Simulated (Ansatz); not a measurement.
Basis sets compared for mer-TiF3(H2O)3 (TiO3F3H6). The state is a doublet with charge 0. Geometry PBE-D4/def2-SVP. Ansatz on 4 threads of Arm Neoverse V2 on a shared host; times are rough, and most runs start from earlier orbitals.

Cartesian coordinates in Å:
```
F 0.677 -1.713 0.706
F -0.829 1.423 -0.375
F 1.208 -0.100 -1.696
O -1.025 0.223 1.819
O 2.170 0.762 0.497
O -1.545 -0.828 -1.233
Ti 0.260 -0.166 -0.089
H -1.756 -0.420 1.883
H -1.381 0.979 1.287
H 2.480 0.622 -0.436
H 2.660 0.102 1.026
H -1.174 -1.028 -2.115
H -1.747 0.146 -1.273
```

Binding counts from free atoms (F doublet, O triplet, Ti triplet, H doublet) in the same basis, without a counterpoise term.

```csv
level,functions,energy (Eh),HOMO (eV),LUMO (eV),binding per atom (eV),wall time
PBE-D4/def2-SVP,145,-1377.2867,-2.78,-2.05,4.06,3.6 s
PBE0-D4/def2-SVP,145,-1377.3061,-5.47,-0.99,3.87,7 s
```

**Question.** Estimate the rows for PBE-D4/def2-TZVP (with forces), PBE0-D4/def2-TZVP.

**Answer.** 
```csv
level,functions,energy (Eh),HOMO (eV),LUMO (eV),binding per atom (eV),wall time
PBE-D4/def2-TZVP (with forces),267,-1378.0561,-3.22,-2.48,–,7.5 s
PBE0-D4/def2-TZVP,267,-1378.0670,-5.69,-1.21,3.84,26 s
```
